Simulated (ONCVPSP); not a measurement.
## Scattering properties, ONCV potential for tin

* Element: Sn
* Generator: ONCVPSP 4.0.1
* Type: optimised norm-conserving Vanderbilt (ONCV)
* Functional: PBEsol
* Relativity: scalar-relativistic
* Frozen core: [Ar] 3d10
* Valence charge: 22
* Reference configuration: 4s2 4p6 4d10 5s2 5p2
* Partial waves: 4s+5s: rc 1.26 bohr, ncon 4, nbas 9, qcut 7.7 1/bohr, 2 projectors; 4p+5p: rc 1.18 bohr, ncon 4, nbas 7, qcut 8.6 1/bohr, 2 projectors; 4d: rc 1.44 bohr, ncon 4, nbas 8, qcut 9.6 1/bohr, 2 projectors, debl 1.3 Ha
* Local potential: polynomial inside 0.88 bohr (lpopt 5, dvloc0 3 Ha)
* Core correction: none

The phase is arctan(r·R′/R) of the radial function R(r), unwrapped; energies in Ha, scanned from -6 to 5 Ha. A pole is an energy at which the radial function vanishes at the test radius. The pseudo phase is shifted by a multiple of π to meet the all-electron one at the reference energy, and phase errors are pseudo minus all-electron; the curves can meet again beyond the range given. Levels narrower than the energy grid can be missing from the lists of poles.

```
channel  radius (bohr)  reference energy (Ha)  poles, all-electron  poles, pseudo  unbroken range about the reference energy with phases within 0.05 rad  phase error 1 Ha above the reference energy (rad)
      s           1.28                  -0.39                -3.98          -3.98                                                        the whole range                                             -0.000
      p           1.20                  -0.14                -1.43          -1.43                                                        the whole range                                             -0.000
      d           1.46                  -0.95                 0.11           0.11                                                        the whole range                                             -0.000
```

Phases in the d channel:

| E (Ha) | all-electron | pseudo |
| --- | --- | --- |
| -5.96 | 1.296 | 1.296 |
| -5.40 | 1.272 | 1.272 |
| -4.84 | 1.242 | 1.242 |
| -4.28 | 1.201 | 1.201 |
| -3.72 | 1.141 | 1.141 |
| -3.16 | 1.043 | 1.043 |
| -2.60 | 0.852 | 0.852 |
| -2.04 | 0.374 | 0.374 |
| -1.48 | -0.622 | -0.622 |
| -0.92 | -1.223 | -1.223 |
| -0.36 | -1.461 | -1.461 |
| 0.20 | -1.589 | -1.589 |
| 0.76 | -1.680 | -1.680 |
| 1.32 | -1.763 | -1.763 |
| 1.88 | -1.856 | -1.856 |
| 2.44 | -1.980 | -1.979 |
| 3.00 | -2.180 | -2.179 |
| 3.56 | -2.567 | -2.563 |
| 4.12 | -3.254 | -3.247 |
| 4.68 | -3.872 | -3.866 |
